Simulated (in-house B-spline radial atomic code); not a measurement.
Configurations of Pd⁷⁺, with energies counted from [Kr] 4d3. Method: Dirac-Hartree-Fock, average of configuration, Fermi nucleus of rms radius 4.5318 fm. Calculated with a radial B-spline atomic code at the basis-set limit. Energies include first-order Breit, QED and recoil terms.

Occupations are held fixed; configurations that lie above the ionisation limit could autoionise.

```json
{"configuration": "[Kr] 4d2 5s1", "E - E(ref) (eV)": "31.941", "highest orbital": "5s1/2", "its <r> (bohr)": "1.936"}
{"configuration": "[Kr] 4d2 4f1", "E - E(ref) (eV)": "54.24", "highest orbital": "4f5/2", "its <r> (bohr)": "1.609"}
{"configuration": "[Kr] 4d2 6s1", "E - E(ref) (eV)": "69.462", "highest orbital": "6s1/2", "its <r> (bohr)": "3.353"}
{"configuration": "[Ar] 3d10 4s2 4p5 4d3 5s1", "E - E(ref) (eV)": "89.202", "highest orbital": "5s1/2", "its <r> (bohr)": "1.93"}
{"configuration": "[Kr] 4d2 6f1", "E - E(ref) (eV)": "91.429", "highest orbital": "6f7/2", "its <r> (bohr)": "5.166"}
{"configuration": "[Kr] 4d2 8g1", "E - E(ref) (eV)": "105.11", "highest orbital": "8g7/2", "its <r> (bohr)": "10.61"}
{"configuration": "[Ar] 3d10 4s2 4p5 4d3 6g1", "E - E(ref) (eV)": "151.94", "highest orbital": "6g7/2", "its <r> (bohr)": "5.401"}
{"configuration": "[Ar] 3d10 4s2 4p5 4d3 8g1", "E - E(ref) (eV)": "162.62", "highest orbital": "8g7/2", "its <r> (bohr)": "10.6"}
```

Order these further configurations by energy, lowest first.
A. [Ar] 3d10 4s2 4p5 4d4
B. [Ar] 3d10 4s2 4p5 4d3 8s1
C. [Kr] 4d2 8s1
D. [Ar] 3d10 4s2 4p5 4d3 6s1
E. [Kr] 4d2 7p1

A (57.226 eV), E (89.542 eV), C (96.323 eV), D (126.89 eV), B (153.82 eV).

How far above the reference does [Ar] 3d10 4s2 4p5 4d3 5g1 lie?

141.27 eV; its least bound orbital is 5g7/2 with <r> = 3.374 bohr.

How far above the reference does [Kr] 4d2 8f1 lie?

103.88 eV; its least bound orbital is 8f7/2 with <r> = 10.14 bohr.

How far above the reference does [Kr] 4d2 6p1 lie?

74.602 eV; its least bound orbital is 6p3/2 with <r> = 3.643 bohr.
